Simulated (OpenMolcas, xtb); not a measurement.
**A ladder of methods for SiH2O2F (SMILES O[Si](O)F)**

SiH2O2F has 6 atoms, charge 0, and is taken as a doublet. SMILES: `O[Si](O)F`. Geometry: relaxed at PBE0-D4/def2-TZVP. This is one conformer, not always the lowest.

```jsonl
{"atom": "O", "x (Å)": "-0.8873", "y (Å)": "1.0320", "z (Å)": "-0.6263"}
{"atom": "Si", "x (Å)": "0.3829", "y (Å)": "0.0262", "z (Å)": "-0.4465"}
{"atom": "O", "x (Å)": "0.3463", "y (Å)": "-0.5607", "z (Å)": "1.0834"}
{"atom": "F", "x (Å)": "0.1594", "y (Å)": "-1.1339", "z (Å)": "-1.5163"}
{"atom": "H", "x (Å)": "-1.0516", "y (Å)": "1.6588", "z (Å)": "0.0811"}
{"atom": "H", "x (Å)": "1.0923", "y (Å)": "-1.0866", "z (Å)": "1.3785"}
```

Quantity: the dipole moment, in D. The values are calculated.

| level | kind | program | value (D) |
| --- | --- | --- | --- |
| GFN0-xTB | semi-empirical | xtb | 3.44 |
| UHF/aug-cc-pVDZ | Hartree–Fock | OpenMolcas | 2.83 |
| USVWN5/aug-cc-pVDZ | LDA | OpenMolcas | 2.46 |
| UBLYP/aug-cc-pVDZ | GGA | OpenMolcas | 2.42 |
| UPBE/aug-cc-pVDZ | GGA | OpenMolcas | 2.40 |
| UTPSS/aug-cc-pVDZ | meta-GGA | OpenMolcas | 2.41 |
| UB3LYP/aug-cc-pVDZ | global hybrid | OpenMolcas | 2.54 |

The values span 2.40 to 3.44 D. Magnitudes only.
